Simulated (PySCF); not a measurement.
# How methods differ on the ionisation energy of Se²²⁺

Se²²⁺ [Ne] 3s2 → Se²³⁺ [Ne] 3s1 [3s1/2^1, M_J = 1/2], as a difference of total energies. Computed with PySCF 2.14 in an uncontracted even-tempered set (19 s from 2.7 bohr⁻², ratio 2.4; 13 p from 3.5 bohr⁻², ratio 2.4; 5 d from 12 bohr⁻², ratio 2.6; 4 f from 19 bohr⁻², ratio 2.6), with the two-component X2C-1e Hamiltonian. Correlated levels: 1s2 frozen; the 52 highest virtual spinors dropped. "Screened" scales the spin-orbit matrix elements by Boettger's factors to mimic the two-electron term; Breit and QED terms are absent.

| method | ionisation energy (eV) |
| --- | --- |
| GHF (screened spin-orbit) | 984.94 |
| GMP2 (screened spin-orbit) | 987.71 |

Question: How much does correlation contribute at GMP2 (screened spin-orbit)?

Answer: 987.71 − (984.94) = 2.77 eV, measured against GHF (screened spin-orbit).

Breit and QED terms and the two-electron picture change are absent.

For comparison: 989.6 ± 1.3 eV (semi-empirical (NIST evaluation); NIST Atomic Spectra Database, ionization energies).
